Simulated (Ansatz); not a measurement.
`F[SiH2]Cl` + `[SiH3]S` → `F[SiH2]S[SiH3]` + HCl  (ligand exchange at the Si–Cl bond)

Calculated with Ansatz (gas phase, PBE0-D4/def2-TZVP geometries, no zero-point term in ΔE). CBS: MP2 limit from def2 TZ/QZ plus the TZ coupled-cluster correction, frozen cores. This one scheme is used for every species. Functionals use def2-TZVPP. One conformer a species, not always the lowest.

`F[SiH2]Cl`:

Z-matrix (Å, degrees):
```
Si
F 1 1.589
Cl 1 2.036 2 108.8
H 1 1.475 2 108.3 3 -118.2
H 1 1.475 2 108.3 3 118.2
```

`[SiH3]S`:

```xyz
6

Si   -0.307   -0.199   -0.380
S     0.974   -0.232    1.330
H    -1.546    0.576   -0.121
H    -0.643   -1.621   -0.630
H     0.378    0.376   -1.566
H     1.144    1.100    1.367
```

`F[SiH2]S[SiH3]`:

Cartesian coordinates in Å:
```
F -0.940 -1.428 1.474
Si -0.090 -0.081 1.612
S -0.606 1.309 0.105
Si 0.065 0.205 -1.609
H -0.424 0.555 2.904
H 1.333 -0.474 1.517
H 0.428 1.205 -2.641
H -1.011 -0.677 -2.122
H 1.246 -0.615 -1.239
```

HCl:

```xyz
2

Cl    0.363   -0.300   -0.432
H    -0.363    0.300    0.432
```

Is it downhill or uphill in electronic energy at CCSD(T)/CBS, and by how much? (An estimate is asked.)

Ansatz gave: Uphill: ΔE = +7.6 kcal/mol.

What do these levels give: revPBE, HF/def2-SVP, MP2/def2-SVP, MP2/def2-QZVPP, MP2/CBS(def2), HF/cc-pV(D+d)Z? (An estimate is asked.)

Computed: revPBE 8.2, HF/def2-SVP 10.8, MP2/def2-SVP 7.8, MP2/def2-QZVPP 7.5, MP2/CBS(def2) 7.4, HF/cc-pV(D+d)Z 10.0 kcal/mol.

Largest T1 diagnostic among the species: 0.012.

Leaving LDA and LC-ωPBE aside and taking each functional with its dispersion term where it has one, the values, not all of them listed here, spread over 2.9 kcal/mol, from revPBE-D4 to B2PLYP. LDA lies −1.1 kcal/mol from PBE without D4. The D4 term adds −1.9 kcal/mol with B3LYP and −1.1 kcal/mol with PBE0; it sums over pairs of atoms, weighted by their polarisabilities, and B3LYP, whose exchange is more repulsive, gets the larger term.

B3LYP here is the variant with VWN-RPA as its local correlation; programs differ in this.
